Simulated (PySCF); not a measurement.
Cost against size for one kind of job: PBE0-D3(BJ)/def2-SVP geometry optimisation, gas phase in PySCF 2.14.0; work: geometry optimisation from a GFN2-xTB start. Hardware: x86-64 server, one thread, no GPU, shared host. The host was shared with other jobs, so the times are rough.

```csv
species (SMILES),atoms,electrons,basis functions,SCF cycles,gradient evaluations,wall time
F[Se] (doublet state),2,43,46,20,3,4.2 s
C[S] (doublet state),5,25,47,171,15,9.9 s
[H][Sn]([H])([H])[NH2],7,62,65,36,6,9.1 s
FC(F)(F)CS,9,58,103,39,6,24 s
N#Cc1ncsn1,8,56,107,39,5,?
C=[CH][GaH2-][S+](C)C,17,82,161,56,9,?
```

**Question.** Estimate the withheld figures.

**Answer.** `N#Cc1ncsn1`: 24 s; `C=[CH][GaH2-][S+](C)C`: 2.2 min.

**Question.** With all rows, how does the wall time grow with the number of basis functions N?

**Answer.** A straight line through log(time) against log(N) has slope 2.2 between N = 46 and 161, and the rows scatter about it by a factor of about 1.6 (standard error of the fit). This is a fit to these rows, whose iteration counts differ, not the method's formal scaling.

**Question.** Which species took longest, and how many times the shortest run?

**Answer.** `C=[CH][GaH2-][S+](C)C`, at 2.2 min: about 31 times the shortest (4.2 s).
